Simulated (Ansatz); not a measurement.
One change: `[SiH3][CH2][GaH2]` becomes `FC[SiH3]`.

Ansatz, PBE0-D4/def2-TZVP geometries, multiplicity 1. 

Scalar relativity is left out up to krypton.

| property | `[SiH3][CH2][GaH2]` |
| --- | --- |
| LUMO energy (PBE/def2-TZVPP) / eV | -2.39 |
| HOMO–LUMO gap (PBE/def2-TZVPP) / eV | 4.45 |
| LUMO energy (PBE0/def2-TZVPP) / eV | -1.58 |
| HOMO–LUMO gap (PBE0/def2-TZVPP) / eV | 6.43 |
| size of the dipole moment (PBE/def2-TZVPP) / D | 0.99 |
| LUMO energy (ωB97M-V/def2-TZVPP) / eV | 0.09 |

**Question.** Give the same properties after the change, and the shifts. (An estimate is asked.)

**Answer.** The calculation gave: 
| property | `FC[SiH3]` | shift |
| --- | --- | --- |
| LUMO energy (PBE/def2-TZVPP) / eV | -0.31 | 2.08 |
| HOMO–LUMO gap (PBE/def2-TZVPP) / eV | 6.90 | 2.45 |
| LUMO energy (PBE0/def2-TZVPP) / eV | 0.50 | 2.08 |
| HOMO–LUMO gap (PBE0/def2-TZVPP) / eV | 9.24 | 2.81 |
| size of the dipole moment (PBE/def2-TZVPP) / D | 1.44 | 0.45 |
| LUMO energy (ωB97M-V/def2-TZVPP) / eV | 2.03 | 1.94 |

With PBE0 the HOMO falls by 0.71 eV and the LUMO rises by 2.08 eV, so the gap widens by about 2.79 eV. PBE moves the HOMO by -0.37 eV and ωB97M-V by -0.88 eV. The zero-point energy changes by -26.4 kJ/mol with -6 modes. Dipoles are sizes alone; their direction can turn.
